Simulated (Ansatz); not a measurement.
The same ligand exchange along the group Li, Na, K.

Program: Ansatz. Geometries: PBE0-D4/def2-TZVP. ΔE: electronic, gas phase. CCSD(T)/CBS adds triple-zeta CCSD(T) − MP2 to the extrapolated MP2 energy (def2 sets, frozen cores). This one scheme is used for every species. Functionals use def2-TZVPP. Elements past krypton have def2 core potentials. For I, K, Li, Na outer-core shells are correlated without core-valence functions, which leaves a few kJ/mol of doubt a bond. Scalar relativity is left out up to krypton.

| reaction | CCSD(T)/CBS(def2) (eV) |
| --- | --- |
| `[Li][OH]` + HI → `[Li][I]` + H₂O | ? |
| `[OH][Na]` + HI → `[Na][I]` + H₂O | -1.89 |
| `[OH][K]` + HI → `[K][I]` + H₂O | -1.91 |

(1) Fill in the missing values. (Estimate.)

Largest T1 diagnostic: 0.013, for `[Li][OH]`.

Answers

(1) Computed: `[Li][OH]` + HI → `[Li][I]` + H₂O: -1.30 eV.
